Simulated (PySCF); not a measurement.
From computed data to an observable: chemical shift, span and skew from a shielding tensor

Si(GeH3)(H)2(OH) (GeH6OSi), SMILES O[SiH2][GeH3]. Atoms are numbered in the order given.

```xyz
9

Si    -1.3043    -0.2455    -0.0983
O     -1.8081     1.1102    -0.9420
Ge     1.0382    -0.1637     0.2553
H     -1.9893    -0.3659     1.2261
H     -1.6713    -1.4172    -0.9356
H     -1.5735     1.9651    -0.5674
H      1.4115     1.1371     0.9924
H      1.7994    -0.1772    -1.0806
H      1.5255    -1.3480     1.1075
```
Charge 0, spin multiplicity 1.

The structure is a stationary point at ωB97X-D3(BJ)/def2-SVP. Other conformers were not sampled.

GIAO shieldings from KT2/pcSseg-1 (PySCF), non-relativistic, no solvent. The symmetric part of the tensor of Si1 has the principal values 298.7, 347.6, 472.9 ppm. The same nucleus in TMS has σ = 361.9 ppm at this level (PySCF, at its B3LYP-D3(BJ)/def2-TZVP geometry).

**Question.** Work out the isotropic shielding, the ²⁹Si shift against TMS, the span and the skew.

**Answer.** 
σ(iso) = (σ11 + σ22 + σ33)/3 = 373.1 ppm. δ = σ(ref) − σ(iso) = 361.9 − (373.1) = -11.2 ppm.
Span Ω = σ33 − σ11 = 174.2 ppm. Skew κ = 3(σ(iso) − σ22)/Ω = 0.44. Tumbling in solution averages the tensor to δ; in a static solid the shielding alone would spread this spin-1/2 line over Ω.
